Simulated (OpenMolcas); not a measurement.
**Computed transition rates of Kr2+**

* Program: OpenMolcas
* Method: MS-RASPT2, IPEA 0.25 Eh, imaginary shift 0.1 Eh (closed shells correlated: 3d)
* Basis: ANO-RCC-VTZP [6s5p3d1f]
* Scalar Hamiltonian: DKH2, point nucleus
* Active space: 6 electrons in 9 orbitals (RAS2 4s 4p; RAS3 4d, at most 2 electrons)
* State averaging: 2S+1 = 3 even, 3 roots; 2S+1 = 1 even, 7 roots; 2S+1 = 3 odd, 3 roots; 2S+1 = 1 odd, 3 roots
* Spin-orbit coupling: RASSI with atomic mean-field integrals over the reference wave functions, term energies averaged over their components

Rates come from the transition moments of the reference wave functions (E1 and E2 in the length form). At fixed line strength A goes as λ^-3 for E1 and M1 and as λ^-5 for E2, so a rate at the computed wavelength can be rescaled to the measured one. Measured vacuum wavelengths follow from level energies in Saloman, J. Phys. Chem. Ref. Data 36, 215 (2007). Branching counts decays inside the model space alone, at computed energies, and the table is only a selection of the E2 and M1 lines, drawn from those between levels with measured partners whose computed energy lies within a factor of 1.5 of the measured one.

```
      Upper        Lower  Type  λ computed (nm)  λ measured (nm)  A computed (s-1)  A rescaled (s-1)  Branching %
4s² 4p⁴ ³P₀  4s² 4p⁴ ³P₁    M1            11400            13080          3.54e-02          2.34e-02         95.8
4s² 4p⁴ ³P₁  4s² 4p⁴ ³P₂    M1             2469             2199          1.46e+00          2.07e+00        100.0
4s² 4p⁴ ³P₀  4s² 4p⁴ ³P₂    E2             2030             1882          1.53e-03          2.23e-03          4.2
4s² 4p⁴ ¹D₂  4s² 4p⁴ ³P₁    M1            908.5            990.5          5.33e-01                           11.7
4s² 4p⁴ ¹D₂  4s² 4p⁴ ³P₂    M1            664.2            682.9          3.98e+00                           87.5
4s² 4p⁴ ¹D₂  4s² 4p⁴ ³P₂    E2            664.2            682.9          3.49e-02                            0.8
4s² 4p⁴ ¹S₀  4s² 4p⁴ ¹D₂    E2              542            542.4          4.04e+00          4.03e+00          8.2
4s² 4p⁴ ¹S₀  4s² 4p⁴ ³P₁    M1            339.5            350.5          4.47e+01                           90.7
4s² 4p⁴ ¹S₀  4s² 4p⁴ ³P₂    E2            298.4            302.3          5.22e-01                            1.1
```

Spin-changing lines and M1 lines between different terms are not rescaled, since their strength hangs on the term gaps too.

The largest correction is for 4s² 4p⁴ ³P₀ → 4s² 4p⁴ ³P₁ (M1): 3.54e-02 × (11400 / 13080)^3 = 2.34e-02 s-1, a factor of 0.66.

No measured rate stands beside these. Rescaling mends the energy factor alone: line strengths can still be far off where a level mixes with configurations outside the active space, and weak or spin-changing lines hang on small mixing coefficients that depend on the term gaps too, so rescaling need not improve them.

Term energies are means over components that CASPT2 splits; among the terms shown or strongly mixed into the levels shown the widest spread is 28 cm-1 (4s² 4p⁴ ¹D). The run also gave levels led by 4s² 4p³ 4d, which use shells meant for correlation; these and all levels above them are left out. Measured partners are found by configuration, term and J. A level has none where our copy of the source lacks it or the pairing is in doubt (some pairs that miss far off the trend of their configuration count as doubtful). Levels of configurations outside the active space are missing.
